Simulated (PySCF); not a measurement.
Computed shifts of a molecule C2H8Si2, PBE0/pcSseg-1 in PySCF, GIAO, gas phase, atoms alike by connectivity averaged where their shifts nearly agree, in ppm (number of nuclei): ²⁹Si: -63.7 (2). ¹³C: 158.3 (2). ¹H: 7.37 (2), 4.49 (6). References: ²⁹Si against TMS (σ = 352.7 ppm); ¹³C against TMS (σ = 186.3 ppm); ¹H against TMS (σ = 31.56 ppm), references at their B3LYP-D3(BJ)/def2-TZVP geometries, non-relativistic. Geometry optimised at PBE0-D3(BJ)/def2-SVP. Other conformers were not sampled.

Task: Which molecule gave these data?
A) C1C[SiH2][SiH2]1
B) C1[SiH2]C[SiH2]1
C) [SiH3]/C=C/[SiH3]
D) C=C[SiH2][SiH3]

Result: C, [SiH3]/C=C/[SiH3]
